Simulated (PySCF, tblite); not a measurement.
One entry of a table of gas-phase calculations, keyed by method. Lists by class give the value and the number of equivalent atoms.

```json
{
 "formula": "C3Cl2F2O2",
 "smiles": "O=C(Cl)C(F)(F)C(=O)Cl",
 "inchi": "InChI=1S/C3Cl2F2O2/c4-1(8)3(6,7)2(5)9",
 "charge": 0,
 "multiplicity": 1,
 "geometry_level": "GFN2-xTB",
 "atoms_angstrom": [
  ["O", 1.714, 1.15, -0.594],
  ["C", 0.995, 0.768, 0.264],
  ["Cl", 0.653, 1.634, 1.714],
  ["C", 0.184, -0.553, 0.181],
  ["F", 0.881, -1.468, -0.519],
  ["F", -0.038, -1.078, 1.4],
  ["C", -1.171, -0.222, -0.497],
  ["O", -2.132, 0.129, 0.095],
  ["Cl", -1.072, -0.355, -2.213]
 ],
 "electronic_structure_code": "PySCF",
 "results": {
  "GFN2-xTB geometry": {
   "point_group": "C2",
   "rotational_constants_GHz": [1.752, 0.871, 0.838]
  },
  "wB97X-D/def2-SVPD ground state and vertical TDDFT (core frozen in the response)": {
   "dipole_D": 0.17,
   "homo_eV": -11.28,
   "lumo_eV": -1.4,
   "S1_eV": 4.52,
   "strongest_line_of_8_singlets_eV": 6.7,
   "T1_tda_eV": 4.0,
   "polarisability_au": 69.3,
   "r2_bohr2_about_centre_of_nuclear_charge": 1423.2,
   "singlets_eV_and_f": [
    [4.52, 0.009],
    [4.83, 0.0],
    [5.92, 0.007],
    [6.06, 0.0],
    [6.51, 0.0],
    [6.7, 0.075],
    [7.03, 0.001],
    [7.37, 0.037]
   ],
   "triplets_tda_eV": [4.0, 4.36, 5.26]
  },
  "PBE0/pcSseg-1 ground state and GIAO shieldings, non-relativistic": {
   "shift_vs_computed_TMS_C_by_class_ppm": [
    [176.2, 2],
    [116.2, 1]
   ],
   "shielding_other_nuclei_by_class_ppm": [
    ["O", -291.8, 2],
    ["F", 292.5, 2],
    ["Cl", 492.7, 2]
   ],
   "charges_hirshfeld_e_by_atom": [-0.17, 0.15, 0.01, 0.17, -0.08, -0.08, 0.15, -0.17, 0.01]
  },
  "GFN2-xTB harmonic vibrations, gas phase": {
   "strongest_ir_bands_cm-1_km_per_mol_modes": [
    [778.2, 297.1, 1],
    [848.0, 42.5, 1],
    [906.9, 160.7, 1],
    [1108.8, 68.2, 1],
    [1134.8, 77.1, 1],
    [1813.1, 606.1, 1]
   ],
   "zpe_kcal_per_mol": 18.7
  }
 }
}
```

S1 lies 5.36 eV below the HOMO–LUMO gap; its leading configuration is HOMO→LUMO, weight 0.85. The zero-point energy, half the sum of the 21 harmonic wavenumbers, equals 6530 cm⁻¹ or 78 kJ/mol.

Shape of the structure used: `[O:1]=[C:2]([Cl:3])[C:4]([F:5])([F:6])[C:7](=[O:8])[Cl:9]`: O1–C2–C4–F5 33°, C2–C4–C7–O8 -89°.

One conformer stands for the species.
